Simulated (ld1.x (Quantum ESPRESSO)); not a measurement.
# Before and after: TM potential for germanium

Ge (Z = 32), norm-conserving Troullier–Martins (Kleinman–Bylander form), made with ld1.x (Quantum ESPRESSO) 7.5 (PBE, scalar-relativistic). Core [Ar] 3d10, reference 4s2 4p2. Waves: 4s (bound): rc 1.45 bohr; 4d channel at -0.2 Ry: rc 1.65 bohr; 4p (bound): rc 2.05 bohr. Local part: the p channel. Core correction: none.

All-electron outer shells of the reference configuration (PBE, scalar-relativistic, ld1.x):

```csv
shell,level (eV),outermost node (bohr),outermost maximum (bohr)
3p,-115.62,0.23,0.54
3d,-29.31,–,0.50
4s,-11.73,0.77,1.75
4p,-3.90,0.82,2.22
```

Change: wave 4p (bound): rc 2.05 bohr becomes 4p (bound): rc 1.46 bohr.

Cutoffs: the cutoffs (Ry, on a coarse ladder) from which the occupation-weighted sum of valence levels, in a spherical-Bessel basis at the reference potential, stays within 10 and 1 mRy of its value at 400 Ry; they do not see the model core or the augmentation charge, which bear on the density cutoff. Errors are all-electron minus pseudo energies relative to the spin-unpolarised reference configuration.

Q: What does the change do?

A: The potential gets harder (35 Ry and 70 Ry → 45 Ry and 80 Ry); the bound ghosts move from d to d, s; of the 7 tests that both files solve, the error grows in 3 and shrinks in 3 by more than 15 % and 0.3 meV (median size 4.0 → 6.5 meV). A smaller radius makes the pseudo-wave follow the all-electron one further in, where it bends more sharply, so more plane waves are needed.

```csv
quantity,base,changed
"cutoff, loose",35 Ry,45 Ry
"cutoff, tight",70 Ry,80 Ry
loose cutoff by channel (10 mRy a level),"s 25 Ry, p 6 Ry","s 25 Ry, p 35 Ry"
bound ghosts,d,"s, d"
"error for 4s2 4p1, meV [ΔE 7.44 eV]",-4.0,-2.2
"error for 4s2 4p0, meV [ΔE 22.88 eV]",-17,-6.5
"error for 4s1 4p0, meV [ΔE 57.67 eV]",+54,+66
"error for 4s1 4p2, meV [ΔE 16.16 eV]",+3.7,+10
"error for 4s1 4p3, meV [ΔE 7.97 eV]",+11,+15
"error for 4s2 4p1.5, meV [ΔE 2.80 eV]",-0.8,-0.5
"error for 4s2 4p2.3, meV [ΔE -0.88 eV]",+0.1,+0.1
```

 A true bound ghost makes a file unfit for plane-wave use even where its test errors are small: the radial tests pick states by their node count and pass the ghost by.
